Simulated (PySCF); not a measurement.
PySCF 2.14 output of an unrestricted PBE calculation on a single atom or ion in aug-cc-pVTZ-DK (6s5p3d2f, 50 functions), with scalar relativity by spin-free X2C-1e:

```
SCF conv_tol = 1e-09
number electrons alpha = 10  beta = 5
    J. P. Perdew, K. Burke, and M. Ernzerhof.,  Phys. Rev. Lett. 77, 3865 (1996)
    J. P. Perdew, K. Burke, and M. Ernzerhof.,  Phys. Rev. Lett. 78, 1396 (1997)
    J. P. Perdew, K. Burke, and M. Ernzerhof.,  Phys. Rev. Lett. 77, 3865 (1996)
    J. P. Perdew, K. Burke, and M. Ernzerhof.,  Phys. Rev. Lett. 78, 1396 (1997)
cycle= 1 E= -341.466209436295  delta_E= -0.00432  |g|= 0.0321  |ddm|= 0.399
cycle= 2 E= -341.466332768176  delta_E= -0.000123  |g|= 0.0103  |ddm|= 0.0575
cycle= 3 E= -341.466346314923  delta_E= -1.35e-05  |g|= 0.000538  |ddm|= 0.00937
cycle= 4 E= -341.466346490582  delta_E= -1.76e-07  |g|= 7.47e-05  |ddm|= 0.00545
cycle= 5 E= -341.466346494742  delta_E= -4.16e-09  |g|= 1.1e-06  |ddm|= 0.000495
cycle= 6 E= -341.466346494743  delta_E= -1.88e-12  |g|= 1.1e-08  |ddm|= 3.5e-05
converged SCF energy = -341.466346494743  <S^2> = 8.7500083  2S+1 = 6.0000028
```

The run itself started from symmetry-adapted Hartree-Fock orbitals and held the occupation by maximum overlap, on a logarithmic radial grid, so the iterations belong to that start.

**Question.** Which element, charge and spin multiplicity is this?

**Answer.** P (phosphorus, neutral), multiplicity 6; the state was [Ne] 3s1 3p3 4s1, high-spin 6S determinant (an excited configuration).

The outer electron is Rydberg-like, and this basis confines it to a smaller radius and binds it less than a complete one would.
